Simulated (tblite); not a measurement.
FH10NSi4.
Cartesian coordinates in Å at the GFN2-xTB level; atoms count from 1:
```
atom  x, y, z in Å
F1    -0.5249    0.2109   -2.3874
Si2   -0.4363    0.1093   -0.7548
Si3   -1.6214   -1.7974   -0.1729
Si4   -0.9796    2.2120    0.0612
N5     1.2745   -0.1709   -0.5787
Si6    2.2396   -0.3911    0.8346
H7    -2.8549   -1.9465   -0.9549
H8    -0.8912   -3.0625   -0.3195
H9    -2.0325   -1.7139    1.2352
H10   -1.7722    2.0628    1.2895
H11    0.1710    3.0551    0.4072
H12   -1.8018    2.9998   -0.8648
H13    1.7794   -0.2176   -1.4496
H14    1.3040   -0.2825    1.9540
H15    3.2658    0.6542    0.8951
H16    2.8729   -1.7127    0.7943
```

Method: GFN2-xTB as coded in tblite; computed harmonic values from a numerical Hessian at the method's own geometry, unscaled. Against measured fundamentals such values can be off by several per cent, at times by over 20. Modes of hydrogen on silicon can be 10 to 20 % off. One conformer, not necessarily the lowest. The optimisation stopped once no atom felt more than 0.01 eV/Å.

Lowest wavenumbers of the output (negative numbers stand for imaginary wavenumbers):
```
mode    cm-1
  1     -48.4
  2     -26.7
  3      18.4
  4      32.9
  5      80.4
  6      94.1
  7     136.3
  8     184.6
  9     188.9
 10     244.4
 11     314.9
 12     359.9
 13     407.8
 14     423.7
 15     440.7
```

Is this structure a minimum?

Not by this Hessian. 2 modes are imaginary beyond 20i (48i and 27i cm⁻¹), so at this level the point lies at or near a saddle of order 2. The curvature is small, so loose convergence or finite differences may be the whole cause.

Which atoms move in the imaginary modes?

48i: H16 (Si–H hydrogen) 33 %, H15 (Si–H hydrogen) 32 %, H14 (Si–H hydrogen) 29 %; 27i: H11 (Si–H hydrogen) 33 %, H10 (Si–H hydrogen) 33 %, H12 (Si–H hydrogen) 32 %. These are shares of the mass-weighted motion.

What is the remedy?

Step along such a mode in both directions, optimise again with tighter thresholds and repeat the frequencies. The zero-point energy of this point (56.2 kcal/mol) counts the 40 real modes alone, and thermal corrections from it aren't those of a minimum.

Hardware: Arm Neoverse V1, one thread, shared host. Cost: 0.73 s of wall time. This covers the Hessian and the dipole derivatives.
